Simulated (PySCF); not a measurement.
**3-Pyridine Carbaldehyde: full NMR table**

```
Formula                 : C6H5NO
SMILES                  : O=Cc1cccnc1
InChI                   : InChI=1S/C6H5NO/c8-5-6-2-1-3-7-4-6/h1-5H
Degrees of unsaturation : 5
Carbon signals          : 6
Proton signals          : 5
```

Molfile (atoms numbered from 1):
```
C6H5NO
     RDKit          3D

 13 13  0  0  0  0  0  0  0  0999 V2000
   -2.5765    1.6586   -0.2087 O   0  0  0  0  0  0  0  0  0  0  0  0
   -2.2038    0.5149   -0.1383 C   0  0  0  0  0  0  0  0  0  0  0  0
   -0.7852    0.1075   -0.0567 C   0  0  0  0  0  0  0  0  0  0  0  0
    0.2365    1.0635   -0.0680 C   0  0  0  0  0  0  0  0  0  0  0  0
    1.5499    0.6256    0.0153 C   0  0  0  0  0  0  0  0  0  0  0  0
    1.7868   -0.7506    0.1080 C   0  0  0  0  0  0  0  0  0  0  0  0
    0.8243   -1.6690    0.1185 N   0  0  0  0  0  0  0  0  0  0  0  0
   -0.4312   -1.2421    0.0375 C   0  0  0  0  0  0  0  0  0  0  0  0
   -2.9348   -0.3334   -0.1303 H   0  0  0  0  0  0  0  0  0  0  0  0
   -0.0292    2.1209   -0.1421 H   0  0  0  0  0  0  0  0  0  0  0  0
    2.3859    1.3277    0.0104 H   0  0  0  0  0  0  0  0  0  0  0  0
    2.8148   -1.1246    0.1777 H   0  0  0  0  0  0  0  0  0  0  0  0
   -1.2152   -2.0105    0.0472 H   0  0  0  0  0  0  0  0  0  0  0  0
  1  2  2  0
  2  3  1  0
  3  4  1  0
  4  5  2  0
  5  6  1  0
  6  7  2  0
  7  8  1  0
  8  3  2  0
  2  9  1  0
  4 10  1  0
  5 11  1  0
  6 12  1  0
  8 13  1  0
M  END
```

[PySCF 2.14.0 with density-fitted response routines: geometry: PBE0-D3(BJ)/def2-SVP; σ from GIAO-PBE0/pcSseg-1; J couplings at B3LYP/pcJ-1 (spin–dipole term only in couplings to heteroatoms); gas phase; one conformer; no relativistic terms]

Shifts are taken against calculated references (same method and geometry level): $^{1}$H (σref 31.27), $^{13}$C (σref 184.41) against TMS; $^{15}$N (σref 265.67) against NH3; H2O for $^{17}$O (σref 334.56).

```tsv
carbon	δC, type	δH (multiplicity, J in Hz)	HMBC from (abs. J ≥ 3 Hz)	span of the C tensor (ppm)
C2	193.4, CH	10.02 (s)	H13, H10	184
C3	134.0, C	–	H9, H13, H11	217
C4	140.2, CH	8.47 (dt, 8.8, 1.9)	H9, H13, H12	255
C5	128.8, CH	7.46 (dd, 8.8, 5.3)	H12	233
C6	160.9, CH	8.96 (dd, 5.3, 1.8)	H13, H10, H11	231
C8	160.6, CH	8.98 (d, 2.0)	H12, H10	221
```

Other nuclei:
```
atoms   nucleus                  environment  δ (ppm)  σ (ppm)
   N7  $^{15}$N  pyridine-type ring nitrogen    361.5    -95.8
   O1  $^{17}$O              aldehyde oxygen    676.6   -342.1
```

Selected couplings (Hz, signed; the shortest-range and largest first, 30 at most; isotopes $^{13}$C, $^{1}$H, $^{15}$N): $^{1}J$(C6,H12) 188.2, $^{1}J$(C8,H13) 185.4, $^{1}J$(C2,H9) 179.3, $^{1}J$(C4,H10) 175.3, $^{1}J$(C5,H11) 172.9, $^{1}J$(C3,C8) 61.0, $^{1}J$(C3,C4) 60.5, $^{1}J$(C4,C5) 60.4, $^{1}J$(C2,C3) 58.3, $^{1}J$(C5,C6) 57.5, $^{2}J$(N7,H12) -13.0, $^{2}J$(N7,H13) -12.4, $^{2}J$(C2,C8) 8.3, $^{2}J$(C6,C8) -4.9, $^{2}J$(C3,N7) 2.5, $^{2}J$(C5,N7) 2.5, $^{2}J$(C2,C4) 1.6, $^{2}J$(C4,C6) -1.6, $^{2}J$(C3,C5) -1.3, $^{3}J$(C5,C8) 11.6, $^{3}J$(C3,C6) 11.1, $^{3}J$(H10,H11) 8.8, $^{3}J$(H11,H12) 5.3, $^{3}J$(C4,N7) -3.6, $^{3}J$(C2,C5) 3.0, $^{3}J$(N7,H11) -1.2, $^{4}J$(H10,H13) 2.0, $^{4}J$(H10,H12) 1.8.

- Carbon types of the structure: 1 × C, 5 × CH, which accounts for all hydrogens.
- δC 193.4: aldehyde carbonyl carbon; low-lying n→π* states of the double bond to the heteroatom give a large paramagnetic term (-252 ppm).
- δC 160.9, 160.6: aromatic CH next to a ring nitrogen; the adjacent pyridine-type nitrogen withdraws density from it.
- δC 140.2, 128.8: aromatic CH.
- δH 10.02: hydrogen on an aldehyde carbonyl carbon; the formyl region, downfield of aromatic protons.
- δH 8.98, 8.96: hydrogen on an aromatic CH next to a ring nitrogen; ring current plus the neighbouring ring nitrogen.
- The protons at 8.47 and 7.46 share a coupling of 8.8 Hz (vicinal, an ortho-type coupling).
- The protons at 7.46 and 8.96 share a coupling of 5.3 Hz (vicinal, an ortho-type coupling).

Multiplet labels drop couplings under 1 Hz and merge nearly equal ones. Unscaled 3J(H,H) at this level run about 10 % above measured values. Shifts are as computed. Against solution values, carbons near 30 ppm lie about +2 ppm off and those near 130 ppm about +5 ppm. Of 1211 compounds with measured shifts, 218 miss one by over three times the rms of a fit or turn the order of signals round; such compounds aren't used in these exercises. Unscaled 17O shifts of doubly bonded oxygen tend to come out too high, by tens of ppm or more. Experimental scales use liquid or dissolved standards, which lie at an offset from isolated NH3 (liquid NH3: subtract about 20 ppm) and H2O (liquid H2O: subtract about 36 ppm). Unscaled 15N shifts of sp2 nitrogen come out 20 to 40 ppm too high even then.
